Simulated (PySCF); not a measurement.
NbOCl2, SMILES [Cl][Nb+](=[O])[Cl], charge +1, multiplicity 1. Coordinates come from a B3LYP-D3(BJ)/def2-SVP optimisation. The spin state was assumed, not searched. The isomer is the one that the SMILES or the coordinates give; other isomers of the formula were not compared. The def2 effective core potentials stand for the cores of Nb; spin–orbit coupling is left out.

Level of theory: B3LYP-D3(BJ)/def2-SVP (PySCF).

Harmonic wavenumbers (cm⁻¹): 116, 194, 241, 452, 480, 1083. Rotational constants (GHz): 4.014, 1.988, 1.488; symmetry number 1.

Task: Work out the zero-point energy and the ideal-gas rigid-rotor harmonic-oscillator thermochemistry at 298.15 K and 1 atm.

Result: ZPE = ½ Σ hcν = ½ × 2566 cm⁻¹ = 15.35 kJ/mol. H − E(el) = 31.31 kJ/mol. Entropy in J/(mol K): translation 173.50, rotation 115.88, vibration 36.48, total 325.85. G − E(el) = -65.84 kJ/mol. Cp = 68.85 J/(mol K). Modes under 150 cm⁻¹ make the vibrational entropy uncertain.
